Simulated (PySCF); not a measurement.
CH3BO, SMILES [O+]#C[BH3-]. Atoms are numbered in the order given.

```xyz
6

B      0.0000     0.0000    -1.3356
H      1.0104     0.5834    -1.6430
H     -1.0104     0.5834    -1.6430
H      0.0000    -1.1667    -1.6430
C      0.0000     0.0000     0.1841
O      0.0000     0.0000     1.3128
```

Geometry: B3LYP-D3(BJ)/def2-TZVP.

Method: B3LYP/def2-TZVPD (PySCF).

Isolated molecule, no solvent.

Problem. Estimate the frontier levels, gap, dipole moment and polarisability. (The exact figures need the calculation; the answer reports its results.)

Solution. 
```json
{
 "highest_occupied_level": "-9.39 eV",
 "lowest_empty_level": "-1.73 eV",
 "orbital_gap": "7.66 eV",
 "dipole_moment": "1.35 D",
 "quadrupole, principal values (traceless, Buckingham form, about the centre of nuclear charge)": "-3.45, 1.73, 1.73 D·Å",
 "mean_static_polarisability": "34.0 bohr³ (5.04 Å³)",
 "polarisability_principal_values": "28.2, 28.2, 45.6 bohr³"
}
```
